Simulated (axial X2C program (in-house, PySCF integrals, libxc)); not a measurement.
**Spectroscopic constants of ZrSi⁻**

All values were computed with an in-house all-electron X2C program for linear molecules (integrals from PySCF). Spin-free means the one-electron spin-free X2C Hamiltonian. Basis: Zr dyall-acv3z [12s13p10d6f3g], Si dyall-av3z [9s8p3d2f] (cores contracted in-house); Gaussian nuclei, density fitting, unrestricted open shells. Masses: Zr 89.905 u, Si 27.977 u.

The run was started with this input:
```json
{"zs": [40, 14], "q": -1, "bas": ["dyall-acv3z", "dyall-av3z"], "levels": ["PBE0", "HF", "LDA"], "cc": true, "r0": 2.7, "thr": -1.0, "nmax": 90, "npts": 10, "nst": 2, "ntry": 6}
```
```bash
python so2c.py task.json out
```

Keys: zs atomic numbers; q charge; bas basis sets; levels methods; cc coupled cluster on or off; r0 starting distance in Å; thr threshold in hartree for freezing inner shells (an s shell follows its p shell); nmax most natural virtual spinors; npts points on the curve; nst determinants followed; ntry starts of the search. HF also brings MP2.

State, spin-free: M_S = 1/2, Λ = 0 (beyond evenly filled blocks: σα); electrons by block: σα: 14, σβ: 13, π+α: 6, π+β: 6, π-α: 6, π-β: 6, δ+α: 1, δ+β: 1, δ-α: 1, δ-β: 1. Fragments: Zr + Si-.

| Hamiltonian | level | Re (Å) | ωe (cm⁻¹) | ωexe (cm⁻¹) | De (eV) | k (mdyn/Å) | μ (D) |
| --- | --- | --- | --- | --- | --- | --- | --- |
| spin-free | LDA | 2.309 | 445.8 | 1.22 | 4.29 | 2.5 | -3.70 |

Dipoles are positive if Si is the positive end and refer to the centre of mass.

Occupations by symmetry block were frozen at the best pattern of an incomplete PBE0 search. Dissociation energies refer to the lowest single-determinant-based atoms at the same level and basis. Other states lie close and PBE0, whose exact exchange favours high spin, may order them wrongly; the determinant shown need not be the ground state. The nearest other spin-free determinant of the search, M_S = 1/2, Λ = 1, lies 0.47 eV up at the distance of the search. The highest occupied level of some functionals is positive through self-interaction error; at Hartree–Fock it is bound.

No reliable constants came from CCSD (2c), CCSD (spin-free), CCSD(T) (2c), CCSD(T) (spin-free), HF (2c), HF (spin-free), LDA (2c), MP2 (2c), MP2 (spin-free), PBE0 (2c), PBE0 (spin-free): no minimum in range, unconverged points, a curve that is not smooth, a change of character along it, or the two Hamiltonians disagreeing along it.

The whole task took 5.8 min on 1 thread of Intel(R) Xeon(R) 6975P-C (Granite Rapids) (shared host).
